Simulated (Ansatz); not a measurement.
This geometry of C2H7BF2Ge (13 atoms, charge 0, multiplicity 1) is a first-order saddle point.

All numbers below come from RKS PBE0-D4/def2-SVP (Ansatz).

```xyz
13
Properties=species:S:1:pos:R:3
C -0.703 -0.392 -1.272
C 0.219 0.326 -0.270
Ge 0.977 -0.914 1.055
B -0.522 1.534 0.391
F -0.847 2.607 -0.311
F -0.886 1.553 1.664
H -0.172 -1.197 -1.803
H -1.091 0.303 -2.033
H -1.571 -0.851 -0.771
H 1.073 0.751 -0.830
H 1.724 -2.043 0.314
H -0.147 -1.536 1.903
H 1.966 -0.176 1.977
```

Problem. Which two structures does it join? (They come from a converged band through this point; their orientation in space is the band's.)

Solution. No bond is made or broken. The dihedral Ge3–C2–B4–F5 goes from 74 to -105°. The two ends are copies of one structure, up to a mirror image or an exchange of like atoms.

First end point:

```xyz
13
Properties=species:S:1:pos:R:3
C -0.866 -0.635 -1.105
C 0.088 0.326 -0.396
Ge 1.220 -0.636 0.919
B -0.597 1.491 0.364
F 0.070 2.575 0.735
F -1.875 1.450 0.713
H -0.331 -1.467 -1.588
H -1.446 -0.121 -1.887
H -1.591 -1.072 -0.402
H 0.829 0.757 -1.092
H 1.885 -1.821 0.193
H 0.339 -1.179 2.062
H 2.296 0.297 1.499
```

Last end point:

```xyz
13
Properties=species:S:1:pos:R:3
C -0.865 -0.633 -1.108
C 0.089 0.326 -0.395
Ge 1.217 -0.640 0.922
B -0.595 1.492 0.364
F -1.875 1.459 0.702
F 0.077 2.569 0.743
H -0.330 -1.465 -1.592
H -1.445 -0.116 -1.889
H -1.592 -1.071 -0.406
H 0.832 0.756 -1.089
H 1.883 -1.825 0.196
H 0.332 -1.181 2.063
H 2.293 0.293 1.504
```

Problem. How far does it lie above each of them?

Solution. 0.129 eV above the first and 0.129 eV above the second. This is the barrier of this one path; another mechanism may lie lower.

Time of the run: 6.6 min on 2 threads of Arm Neoverse V1 (shared host), peak memory 0.42 GiB.
